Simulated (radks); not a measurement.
Valence configurations of Si3+ (all share [Ne]). All-electron calculation, scalar-relativistic Kohn-Sham, PBE, spin-polarised, spherical densities, point nucleus; open shells are filled with parallel spins first. Program: a radial shooting solver on a logarithmic mesh with Libxc functionals. Energies are relative to 3s1; eigenvalues in eV for spin up.

valence      E (eV)  moment (Bohr magnetons)    e(3p)    e(3s)
3s1           0.000                        1        -  -40.402
3s0.5 3p0.5   4.381                        1  -31.916  -40.674
3p1           8.758                        1  -32.194        -

NIST lists [Ne] 3s1 as the ground configuration; this level of theory agrees among the configurations tried. The energies are those of spherical high-spin densities, not of single terms.
